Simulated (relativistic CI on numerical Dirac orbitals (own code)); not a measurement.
Method of calculation: Dirac-Coulomb-Breit CI, orbitals from a KLI potential per configuration, model QED (radiative potential, 1s self-energy scaled to tabulated hydrogen-like ionisation energies), unscaled Slater integrals (own radial code, finite nucleus).

Configurations in the expansion (outside the closed core [Ne]): 3s²3p², 3s3p³, 3s²3p3d, 3p⁴, 3s3p²3d, 3p³3d, 3s3p3d², 3s²3d4p, 3p³4s, 3s²3p4s, 3s3p3d4s, 3p³4p, 3s²3p4p, 3s²3p4d, 3s3p²4s, 3p²3d4p, 3s²3p4f, 3s3p²4p, 3s3p²4d, 3s3p²4f, 3s²3p5s, 3s²3p5p, 3s²4s4p, 3s²3p5d, 3s²3p5f, 3s²3p5g, 3s3p4s², 3s3p²5s, 3s²3d², 3s3d³, 3p²3d², 3p3d³, 3p3d²4s, 3p3d²4p, 3p3d²4d, 3s²3d4s, 3s3d²4s, 3s3p3d4p, 3s3d²4p, 3s3d4s4p, 3s3d4p², 3s3d4p4d, 3p²3d4s, 3p3d4s², 3p3d4s4p, 3p3d4s4d, 3s²4s², 3s3d4s², 3s²4p², 3s3p4s4p, 3s4s²4p, 3s4s4p², 3s4s4p4d. Double excitations out of closed p, d and f shells are left out; levels of such configurations are missing from the list, as are those of other unlisted configurations, and high levels can miss mixing partners. These lack a partner that the ground configuration has and come out too high: 3s3p²4d, 3s3p²4f, 3s3p²5s, 3s²3p4f, 3s²3p5s.

At this charge energies of transitions that change n are usually good to better than 1 %, and those within a shell (Δn = 0) to a few per cent.

Outline of the computed level scheme of Br XXII. Lowest level of each configuration: 3s²3p² ³P0 at 0.000 eV; 3s3p³ ⁵S°2 at 53.497 eV; 3s²3p3d ³F°2 at 92.519 eV; 3p⁴ ³P2 at 132.987 eV; 3s3p²3d ⁵F1 at 136.350 eV.

Some strong electric-dipole decays among the lowest 45 levels: 3s²3p3d ³D°3 → 3s²3p² ³P2 (1.1e+11 s⁻¹); 3s²3p3d ¹P°1 → 3s²3p² ¹S0 (1.0e+11 s⁻¹); 3s²3p3d ¹F°3 → 3s²3p² ¹D2 (1.0e+11 s⁻¹); 3s²3p3d ³P°0 → 3s²3p² ³P1 (9.7e+10 s⁻¹); 3s3p²3d ⁵P2 → 3s3p³ ⁵S°2 (9.2e+10 s⁻¹); 3s²3p3d ³D°1 → 3s²3p² ³P0 (8.5e+10 s⁻¹); 3s²3p3d ³P°2 → 3s²3p² ¹D2 (8.0e+10 s⁻¹); 3s3p²3d ⁵P3 → 3s3p³ ⁵S°2 (7.7e+10 s⁻¹).

LS names give the leading component of a level, which can be under half, so a name can repeat, a term be missing and a line seem to break the LS rules.
